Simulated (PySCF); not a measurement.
C6H9B.
Bonds: C1–C2 (double), C2–B3, B3–C4, C4–C5 (double), B3–C6, C6–C7 (double). Hydrogens: H8, H9 on C1; H10 on C2; H11 on C4; H12, H13 on C5; H14 on C6; H15, H16 on C7.

Level of theory: PBE0-D3(BJ)/def2-TZVP geometry optimisation, gas phase in PySCF 2.14.0.

**Question.** What internal coordinates does the optimisation give?

**Answer.** 
| bond | length (Å) | order |
| --- | --- | --- |
| C1=C2, C4=C5, C6=C7 | 1.336 | double |
| C2–B3, B3–C4, B3–C6 | 1.555 | single |
| C1–H8, C5–H13, C7–H15 | 1.086 | single |
| C1–H9, C5–H12, C7–H16 | 1.086 | single |
| C2–H10, C4–H11, C6–H14 | 1.089 | single |

Bonds in one row agree within 0.01 Å and their mean is given. Orders are formal, as drawn. A selection of angles:
| angle | degrees |
| --- | --- |
| C2–C1–H8 | 121.8 |
| C2–C1–H9 | 122.4 |
| H8–C1–H9 | 115.8 |
| C1–C2–B3 | 124.1 |
| C1–C2–H10 | 116.1 |
| B3–C2–H10 | 119.8 |
| C2–B3–C4 | 120.0 |

Torsions: C1–C2–B3–C4 8° (synperiplanar); C2–B3–C4–C5 -172° (antiperiplanar); C2–B3–C6–C7 7° (synperiplanar). The mirror-image conformer, all signs reversed, is as good.

All 3 C–C bonds measure 1.336 Å. All 3 B–C bonds measure 1.555 Å. Of the pairs four or more bonds apart, H13···H14 is among the closest relative to their van der Waals radii: 2.14 Å, 89 % of the sum of Bondi's values. B3 (three-coordinate boron) is planar (angles 120.0°, 120.0° and 120.0°, sum 360.0°, 0.00 Å off the plane of its three neighbours).

Point group: C3 (every atom within 0.08 Å of its image). Not checked by PBE0-D3(BJ)/def2-TZVP frequencies. The numbers are those of one conformer.
